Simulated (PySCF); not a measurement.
## RbN at PBE0

Computed with PBE0; PySCF, scalar-relativistic core potentials, basis sets Rb def2-SVP with ECP28, N def2-SVP.

| Quantity | Value |
| --- | --- |
| state | ³Π (triplet), unpaired electrons σ ↑, π ↑, a second solution, started from another occupation |
| bond length | 2.493 Å |
| harmonic wavenumber | 359 cm⁻¹ |
| force constant | 0.913 mdyn/Å |
| rotational constant Be | 0.2257 cm⁻¹ |
| anharmonicity ωexe | 2.12 cm⁻¹ |
| vibration–rotation constant αe | 0.00189 cm⁻¹ |
| energy of the minimum from ground-state Rb + N | -0.58 eV |
| bond order (Mayer) | 0.79 |
| dipole moment (positive dipole means Rb(−)N(+)) | -9.17 D |

Spin–orbit coupling is left out.
